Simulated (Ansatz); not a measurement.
System: sum formula Si$_{2}$N$_{2}$H$_{7}$, charge 0, multiplicity 2. It need not be the lowest isomer of its formula. 
Structure (B3LYP-D3(BJ)/def2-TZVP (Ansatz, a quantum-chemistry and plane-wave program) minimum search):
SMILES: [NH][SiH2]N[SiH3]
```xyz
11

N     -1.9790     0.8506    -0.8063
Si    -1.1729    -0.4348     0.0669
N      0.3338     0.0503     0.7332
Si     1.8917     0.0666    -0.0254
H     -2.8649     0.5589    -1.2290
H     -0.9212    -1.5544    -0.8730
H     -2.0727    -0.8483     1.1753
H      0.2778     0.5158     1.6297
H      1.7604    -0.6853    -1.2924
H      2.9077    -0.5801     0.8399
H      2.3667     1.4407    -0.3193
```
Charge 0, spin multiplicity 2.

Dipole moments at this geometry, in debye (magnitudes).

```json
[
 {"level": "SVWN5/def2-TZVPD", "program": "Ansatz", "dipole (D)": "1.31"},
 {"level": "r2SCAN/def2-TZVPD", "program": "Ansatz", "dipole (D)": "1.18"},
 {"level": "B97M-V/def2-TZVPD", "program": "Ansatz", "dipole (D)": "1.16"},
 {"level": "B3LYP/def2-TZVPD", "program": "Ansatz", "dipole (D)": "1.19"},
 {"level": "PBE0/def2-TZVPD", "program": "Ansatz", "dipole (D)": "1.17"},
 {"level": "BHLYP/def2-TZVPD", "program": "Ansatz", "dipole (D)": "1.18"},
 {"level": "r2SCANh/def2-TZVPD", "program": "Ansatz", "dipole (D)": "1.17"},
 {"level": "r2SCAN0/def2-TZVPD", "program": "Ansatz", "dipole (D)": "1.17"},
 {"level": "HSE06/def2-TZVPD", "program": "Ansatz", "dipole (D)": "1.17"},
 {"level": "CAM-B3LYP/def2-TZVPD", "program": "Ansatz", "dipole (D)": "1.20"},
 {"level": "LC-wPBE/def2-TZVPD", "program": "Ansatz", "dipole (D)": "1.19"},
 {"level": "wB97M-V/def2-TZVPD", "program": "Ansatz", "dipole (D)": "1.17"},
 {"level": "CCSD(T)/aug-cc-pV(D+d)Z", "program": "Ansatz", "dipole (D)": "1.14"}
]
```
